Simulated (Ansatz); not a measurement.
A structure relaxed at r2SCAN-D4/def2-SVP in Ansatz, charge 0, singlet:

```xyz
34

C     4.359    3.419    2.859
C     3.212    3.537    2.180
C     2.200    2.449    1.990
C     1.994    2.074    0.518
C     0.941    0.989    0.313
C     0.742    0.615   -1.155
C    -0.226   -0.546   -1.389
C    -1.662   -0.262   -0.948
C    -2.670   -1.342   -1.345
C    -2.422   -2.701   -0.689
C    -3.494   -3.722   -1.048
S    -3.289   -5.350   -0.240
H     5.063    4.252    2.946
H     4.637    2.479    3.349
H     2.981    4.495    1.692
H     2.500    1.555    2.566
H     1.228    2.777    2.407
H     2.960    1.743    0.092
H     1.706    2.976   -0.055
H     1.228    0.084    0.884
H    -0.015    1.330    0.752
H     0.390    1.505   -1.712
H     1.724    0.357   -1.592
H    -0.228   -0.801   -2.466
H     0.160   -1.442   -0.868
H    -1.699   -0.127    0.149
H    -1.982    0.703   -1.384
H    -3.687   -0.999   -1.079
H    -2.668   -1.459   -2.446
H    -1.435   -3.095   -0.993
H    -2.381   -2.589    0.410
H    -4.486   -3.375   -0.714
H    -3.559   -3.862   -2.140
H    -2.122   -5.668   -0.845
```

(1) Give its formula, name or SMILES.

(2) Summarise the bond lengths by kind (pairs closer than 1.2 times the sum of covalent radii, bridged metal pairs left out).

## Answers

(1) `C=CCCCCCCCCCS`.

(2) 10 × C–C 1.34 to 1.53 Å; 1 × C–S 1.83 Å; 21 × C–H 1.09 to 1.11 Å; 1 × H–S 1.35 Å.
